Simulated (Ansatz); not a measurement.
Input for Ansatz (a program for electronic structure): U-SVWN5/def2-TZVPP on LiN-, 2S+1 = 4, a spin state set in the input, which need not be the lowest, a point of a bond scan (R = 1.940 Å). Charge -1.

Ansatz 0.2 input:
```yaml
crystal:
  periodic: [false, false, false]
  atoms:
    - {symbol: Li, position_ang: [0.00000000, 0.00000000, 0.00000000]}
    - {symbol: N, position_ang: [0.00000000, 0.00000000, 1.94038100]}
basis:
  gaussian:
    orbitals: def2-TZVPP
    pivot_positions_ang: [[0.00000000, 0.00000000, 0.00000000], [0.00000000, 0.00000000, 1.94038100]]
hamiltonian:
  xc: {name: SVWN5}
total_charge: -1
magnetization: {spin_polarized: true, initial_magnetization: 3}
output: {forces: true, orbitals: {seedname: ./end}}
```

Output:

```
WARN ansatz: RAYON_NUM_THREADS=1 ignored (pool sized by the plan → 1); use --threads N
Functional definition: SVWN5
integrals: 0.01 GiB planned
300 factors; their error is unknown
mean field: 0.09 GiB planned
mean field evaluation 1: about -1653.8282 eV, gradient 5.0e1 eV
mean field evaluation 2: about -1641.2168 eV, gradient 7.9e1 eV
mean field evaluation 4: about -1675.0324 eV, gradient 4.3e0 eV
mean field evaluation 8: about -1675.2430 eV, gradient 6.6e-2 eV
mean field evaluation 16: about -1675.2415 eV, gradient 4.6e-5 eV
mean field evaluation 32: about -1675.1219 eV, gradient 2.4e0 eV
mean field evaluation 64: about -1672.6467 eV, gradient 5.9e0 eV
mean field -1675.24152144 eV, -61.5639903934 hartree, gradient 3.8e-6 eV, S^2 3.754715; 6 other end points of the search recorded, 0 dependent functions left out
the calculation of the forces begins
reference -1675.24154896 eV, -61.5639914049 hartree; 7, 4 occupied and 43, 46 virtual orbitals, 300 factors
Total energy: -1675.24154896 eV, -61.5639914049 hartree
Atom 0 at     0.000000     0.000000     0.000000 Å, force     0.000000     0.000000     0.067461 eV/Å
Atom 1 at     0.000000     0.000000     1.940381 Å, force    -0.000000    -0.000000    -0.067461 eV/Å
Dipole moment:    -0.000000     0.000000     0.815671 e Å
```

The calculation finished and met its thresholds.

Cost: about 1.4 core-seconds (a rough figure).
